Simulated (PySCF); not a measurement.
Computed shifts of a molecule C2H5ClSi, KT2/pcSseg-1 (PySCF), GIAO, gas phase, equivalent atoms averaged, in ppm (number of nuclei): ²⁹Si: -9.6 (1). ¹³C: 137.9 (1), 133.7 (1). ¹H: 6.54 (1), 6.51 (1), 6.38 (1), 5.71 (1), 5.33 (1). References: ²⁹Si against TMS (σ = 361.9 ppm); ³⁵Cl against HCl (σ = 945.4 ppm); ¹³C against TMS (σ = 185.1 ppm); ¹H against TMS (σ = 31.47 ppm), references at their B3LYP-D3(BJ)/def2-TZVP geometries, non-relativistic (without spin–orbit terms, shifts of atoms bonded to Cl or Br come out too high). Geometry optimised at ωB97X-D3(BJ)/def2-SVP. The values are those of a single conformer.

**Question.** Pick the molecule that these values belong to.
A. [SiH3]/C=C\Cl
B. C=C([SiH3])Cl
C. C=C[SiH2]Cl

**Answer.** C, C=C[SiH2]Cl
